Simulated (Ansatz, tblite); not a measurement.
Forces on Al₄P₄ at its PBE-D4/def2-SVP geometry. The state is a singlet with charge 0.

The xTB rows come from tblite. The structure comes from a short search, and lower isomers may exist.

GFN1-xTB (tblite), largest force 0.39 eV/Å:

```xyz
8
positions Å, forces eV/Å
Al    0.450   -1.784    0.812    0.035   -0.141    0.065
Al   -1.149    0.434    1.591   -0.091    0.034    0.126
Al    1.149   -0.434   -1.591    0.091   -0.036   -0.126
Al   -0.449    1.784   -0.811   -0.037    0.142   -0.064
P     0.048   -0.963    2.838    0.014   -0.122    0.374
P    -2.347    1.831    0.345   -0.313    0.235    0.041
P     1.448    1.736   -1.968    0.197    0.231   -0.252
P     0.851   -2.605   -1.215    0.103   -0.343   -0.163
```

GFN2-xTB (tblite), largest force 0.76 eV/Å:

```
Al -0.053 0.208 -0.094
Al 0.134 -0.051 -0.184
Al -0.133 0.049 0.184
Al 0.051 -0.208 0.094
P 0.130 -0.163 0.729
P -0.665 0.366 0.011
P 0.457 0.467 -0.390
P 0.079 -0.667 -0.352
```

r2SCAN-D4/def2-TZVP (Ansatz), largest force 0.42 eV/Å:

```
Al 0.013 -0.053 0.025
Al -0.035 0.012 0.048
Al 0.035 -0.014 -0.048
Al -0.015 0.053 -0.025
P -0.113 0.059 -0.399
P 0.386 -0.161 0.022
P -0.278 -0.260 0.171
P 0.007 0.365 0.207
```
